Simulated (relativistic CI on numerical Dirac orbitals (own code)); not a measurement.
# Ru⁺: resonant inelastic scattering at the L2,3 edge

Computed with this model: Dirac-Coulomb-Breit CI, separate exchange-only KLI orbitals for each configuration, QED by a radiative potential, valence Slater integrals scaled by 0.8, Kramers-Heisenberg scattering through one core-hole configuration in a parametric crystal field; configurations [Kr] 4d7 → [He] 2s2 2p5 3s2 3p6 3d10 4s2 4p6 4d8; 300 K; core-hole width 1.6 eV; summed over polarisations. Incident energies are the highest absorption maxima for each field (at most a few, so the weaker spin-orbit partner edge can be absent), on the computed scale of the free ion. Intensities are in per cent of the strongest line above 0.02 eV; levels within 1 cm⁻¹ are merged; final levels count from the ground level, the first row holds all elastic scattering, lines under 0.4 are left out and each table stops after 24 rows. The scale of the Slater integrals is a model choice and moves the terms in proportion.

Field parameters in Wybourne normalisation: D3d B²₀ = −7Dσ, B⁴₀ = −14Dq − 21Dτ, B⁴₃ = −14√(10/7) Dq. The field is a parameter set, without covalency.

S is read from ⟨S²⟩ = S(S + 1).

D3d, 10Dq = 18400, Dσ = -1200, Dτ = 360 cm⁻¹:

| Final level (eV) | Degeneracy | Irrep | S | 2839.5 eV | 2967.7 eV | 2968.8 eV |
| --- | --- | --- | --- | --- | --- | --- |
| 0.000 | 2 | Γ4 | 0.53 | 388.0 | 40.6 | 46.1 |
| 0.029 | 2 | Γ5+Γ6 | 0.53 | 84.6 | 17.8 | 21.7 |
| 0.916 | 2 | Γ4 | 1.50 | 2.5 | 2.5 | 0.8 |
| 0.972 | 2 | Γ4 | 1.49 | 9.3 | 8.0 | 2.4 |
| 0.995 | 2 | Γ5+Γ6 | 1.49 | 10.5 | 11.0 | 3.3 |
| 1.098 | 2 | Γ4 | 1.50 | 7.1 | 10.9 | 3.6 |
| 1.109 | 2 | Γ5+Γ6 | 1.49 | 7.6 | 22.5 | 8.0 |
| 1.118 | 2 | Γ4 | 1.49 | 10.4 | 22.3 | 8.1 |
| 2.241 | 2 | Γ4 | 0.52 | 100.0 | 10.9 | 4.3 |
| 2.282 | 2 | Γ5+Γ6 | 0.52 | 76.7 | 6.9 | 3.4 |
| 2.350 | 2 | Γ4 | 0.52 | 39.2 | 14.9 | 18.5 |
| 2.375 | 2 | Γ5+Γ6 | 0.52 | 47.6 | 9.0 | 14.1 |
| 2.378 | 2 | Γ4 | 0.51 | 41.4 | 14.8 | 19.9 |
| 2.411 | 2 | Γ4 | 0.52 | 33.8 | 12.7 | 22.9 |
| 2.773 | 2 | Γ5+Γ6 | 0.52 | 28.8 | 7.2 | 12.6 |
| 2.816 | 2 | Γ4 | 0.52 | 32.7 | 9.1 | 17.6 |
| 2.899 | 2 | Γ4 | 0.52 | 35.1 | 9.5 | 18.5 |
| 3.318 | 2 | Γ4 | 1.49 | 0.7 | 0.1 | 0.1 |
| 3.361 | 2 | Γ4 | 1.49 | 0.6 | 0.1 | 0.1 |
| 3.901 | 2 | Γ4 | 0.57 | 16.8 | 2.1 | 5.4 |
| 3.979 | 2 | Γ5+Γ6 | 0.59 | 8.2 | 4.0 | 11.1 |
| 4.061 | 2 | Γ4 | 0.87 | 12.0 | 2.3 | 6.5 |
| 4.159 | 2 | Γ5+Γ6 | 1.45 | 0.4 | 0.5 | 0.6 |
| 4.169 | 2 | Γ4 | 1.25 | 3.8 | 0.8 | 2.1 |

D3d, 10Dq = 18400, Dσ = -860, Dτ = 360 cm⁻¹:

```
Final level (eV)  Degeneracy  Irrep     S  2839.5 eV  2967.7 eV  2968.7 eV
           0.000           2     Γ4  0.53      369.7       39.3       45.0
           0.025           2  Γ5+Γ6  0.53       77.4       16.3       19.6
           0.879           2     Γ4  1.50        3.0        2.7        0.9
           0.931           2     Γ4  1.49        8.9        8.8        3.0
           0.977           2  Γ5+Γ6  1.49       10.3       12.2        4.2
           1.064           2     Γ4  1.49        8.9       16.5        6.4
           1.125           2  Γ5+Γ6  1.49        7.1       19.4        7.4
           1.128           2     Γ4  1.49        7.0       13.6        5.1
           2.245           2  Γ5+Γ6  0.52       65.7        7.8        3.6
           2.248           2     Γ4  0.52      100.0        6.9        3.7
           2.338           2     Γ4  0.51       37.1       18.7       18.5
           2.356           2  Γ5+Γ6  0.52       50.8        7.7       11.8
           2.359           2     Γ4  0.51       32.1       17.1       20.4
           2.395           2     Γ4  0.52       36.0        8.4       22.3
           2.774           2  Γ5+Γ6  0.52       30.9        6.8       13.7
           2.796           2     Γ4  0.52       32.3        8.4       16.0
           2.875           2     Γ4  0.51       27.7        9.8       18.1
           3.315           2  Γ5+Γ6  1.49        0.4        0.1        0.1
           3.317           2     Γ4  1.49        0.6        0.1        0.2
           3.322           2     Γ4  1.49        0.8        0.1        0.1
           3.870           2     Γ4  0.56       16.2        2.1        5.5
           3.945           2  Γ5+Γ6  0.56        8.3        3.9        9.9
           4.080           2     Γ4  0.79       11.8        2.3        6.0
           4.212           2     Γ4  1.32        2.2        0.6        1.2
```

For the first field the strongest loss at the lowest incident energy is the level at 2.24 eV (S = 0.52, against 0.53 in the thermal ground state). Levels of other spin, the first over 8 % at 0.97 eV, appear because spin-orbit coupling of the core hole, and in heavier ions of the valence shell too, mixes spins.
